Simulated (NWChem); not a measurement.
Everything below was run with NWChem. System: C$_{2}$H$_{6}$Si, charge 0, spin multiplicity 1, at a geometry optimised with PBE0/def2-SVP. The structure started from a generated list of species. Level: G0W0@HF/def2-TZVP, RI basis def2-tzvp-rifit.

The NWChem input:

```
start mol
memory heap 200 mb stack 700 mb global 1700 mb
geometry units angstroms nocenter noautoz
  Si     0.000000     0.000000    -0.754273
  C     -1.332630    -0.541789     0.497378
  H     -2.336139    -0.641828     0.057092
  H     -1.387243     0.082209     1.405844
  H     -1.026315    -1.554056     0.832707
  C      1.332630     0.541789     0.497378
  H      1.387243    -0.082209     1.405844
  H      1.026315     1.554056     0.832707
  H      2.336139     0.641828     0.057092
  symmetry group C2
end
basis spherical
  * library def2-tzvp
end
basis "ri basis" bse spherical
  * library def2-tzvp-rifit
end
dft
  xc hfexch
  iterations 100
  direct
  tolerances tight
end
task dft energy
gw
  states alpha occ 4 vir 2
end
task dft gw
```

NWChem printed:

```
             Northwest Computational Chemistry Package (NWChem) 7.3.0
             --------------------------------------------------------

                                NWChem Input Module
                                -------------------

 Scaling coordinates for geometry "geometry" by  1.889725989
 (inverse scale =  0.529177249)

 Turning off AUTOSYM since
 SYMMETRY directive was detected!

                             Geometry "geometry" -> ""
                             -------------------------

 Output coordinates in angstroms (scale by  1.889725989 to convert to a.u.)

  No.       Tag          Charge          X              Y              Z
 ---- ---------------- ---------- -------------- -------------- --------------
    1 Si                  14.0000     0.00000000     0.00000000    -0.75427300
    2 C                    6.0000    -1.33263000    -0.54178900     0.49737800
    3 H                    1.0000    -2.33613900    -0.64182800     0.05709200
    4 H                    1.0000    -1.38724300     0.08220900     1.40584400
    5 H                    1.0000    -1.02631500    -1.55405600     0.83270700
    6 C                    6.0000     1.33263000     0.54178900     0.49737800
    7 H                    1.0000     1.38724300    -0.08220900     1.40584400
    8 H                    1.0000     1.02631500     1.55405600     0.83270700
    9 H                    1.0000     2.33613900     0.64182800     0.05709200

 Effective nuclear repulsion energy (a.u.)      97.0540827976

            Nuclear Dipole moment (a.u.)
            ----------------------------
        X                 Y               Z
 ---------------- ---------------- ----------------
     0.0000000000     0.0000000000     0.0000000000

      Symmetry information
      --------------------

 Group name             C2
 Group number              4
 Group order               2
 No. of unique centers     5

      Symmetry unique atoms

     1    2    3    4    5


 Summary of "ao basis" -> "" (spherical)
 ------------------------------------------------------------------------------
       Tag                 Description            Shells   Functions and Types
[...]
          -0.000000000000          -0.000000000000         258.477490052381

     Multipole analysis of the density
     ---------------------------------

     L   x y z        total         alpha         beta         nuclear
     -   - - -        -----         -----         ----         -------
     0   0 0 0     -0.000000    -16.000000    -16.000000     32.000000

     1   1 0 0      0.000000      0.000000      0.000000      0.000000
     1   0 1 0     -0.000000     -0.000000     -0.000000      0.000000
     1   0 0 1      0.519187      0.259593      0.259593      0.000000

     2   2 0 0    -21.210300    -78.779365    -78.779365    136.348430
     2   1 1 0     -0.742289    -26.483953    -26.483953     52.225617
     2   1 0 1      0.000000      0.000000      0.000000     -0.000000
     2   0 2 0    -19.413957    -26.116031    -26.116031     32.818106
     2   0 1 1      0.000000      0.000000      0.000000      0.000000
     2   0 0 2    -24.731695    -41.433816    -41.433816     58.135937

 Task  times  cpu:       22.0s     wall:       22.0s

                                NWChem Input Module
                                -------------------

                                 NWChem GW Module
                                 ----------------

                             ***********************
                             ***        GW       ***
                             ***********************

 Summary of "ri basis" -> "ri basis" (spherical)
 ------------------------------------------------------------------------------
       Tag                 Description            Shells   Functions and Types
 ---------------- ------------------------------  ------  ---------------------
 Si                     def2-tzvp-rifit             29      113   9s7p6d5f2g
 C                      def2-tzvp-rifit             22       76   8s6p4d3f1g
 H                      def2-tzvp-rifit              7       15   4s2p1d

                 Memory Information
                 ------------------
          Available GA per process is          1699.9 MBs
          Available stack per process is        700.0 MBs
          Available heap per process is         199.9 MBs

          Peak memory in Initialization
              Peak GA per process is                  7.7 MBs
              Peak stack per process is               0.2 MBs
              Peak heap per process is                8.1 MBs
              Memory not in MA per process            0.0 MBs

          Peak memory in AFF Calculation
              Peak GA per process is                 39.3 MBs
              Peak stack per process is              27.7 MBs
              Peak heap per process is                0.0 MBs
              Memory not in MA per process           27.7 MBs

          Computing 2-center integrals
          Computing Inverse Cholesky factor
          Computing 3-center integrals
          Computing V_xc ...
          Computing Sigma_x
          Computing RPA polarizability
          Solving quasiparticle equations

                  Alpha Orbitals
          State     Energy (eV)     Error (eV)
          -----------------------------------
@GW        13        -14.147           0.003
@GW        14        -14.072           0.003
@GW        15        -11.259           0.002
@GW        16         -8.479           0.004
@GW        17          0.131           0.002
@GW        18          2.879           0.004

   Applying  -0.1834 eV scissor-shift to rest of particle states

   Applying  -1.0016 eV scissor-shift to rest of hole states

     GW Timing Statistics
   ------------------------
   Init.   :          0.2s
     ERIs  :          3.2s
     Distr.:          0.0s
     Vxc   :          2.6s
   Sigma_x :          0.0s
   RPA     :          2.4s
   Wmn     :          0.1s
   Sigma_c :          0.1s
   GW total:          8.5s

 Task  times  cpu:        8.5s     wall:        8.5s

 Total times  cpu:       30.5s     wall:       30.5s
```
